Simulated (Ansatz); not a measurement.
Reaction (substitution at a C–O bond): `C[O][W](=[NH])(=[NH])[Cl]` + `[NH2][SnH2][F]` → `C[NH][SnH2][F]` + `[NH]=[W](=[NH])([OH])[Cl]`

Gas-phase electronic energies from Ansatz, PBE0-D4/def2-TZVP geometries. CCSD(T)/CBS is the MP2 limit (def2-TZVPP, def2-QZVPP) plus CCSD(T) − MP2 in def2-TZVPP, frozen cores. Functionals use def2-TZVPP. B3LYP here is the variant with VWN-RPA as its local correlation; programs differ in this. Elements past krypton have def2 core potentials. For Sn, W outer-core shells are correlated without core-valence functions, which leaves a few kJ/mol of doubt a bond. One conformer a species, not always the lowest.

```csv
level,ΔE (kJ/mol)
B3LYP-D4,2.0
ωB97X-V,-1.2
PBE,-1.7
MP2/def2-TZVPP,-0.6
CCSD/def2-TZVPP,-0.5
CCSD(T)/def2-TZVPP,0.4
MP2/def2-QZVPP,-2.8
CCSD/CBS(def2),-4.3
```

Question: What does CCSD(T)/CBS give? (An estimate is asked.)

Answer: Computed: -3.4 kJ/mol. The listed levels differ from it by 5.4, 2.2, 1.7, 2.8, 2.9, 3.8, 0.6, -0.9 kJ/mol.

Largest T1 diagnostic among the species: 0.020.

In def2-TZVPP, CCSD(T) changes the Hartree–Fock value by −3.8 kJ/mol (the triples alone add +0.9 kJ/mol) and MP2 by −4.8 kJ/mol.
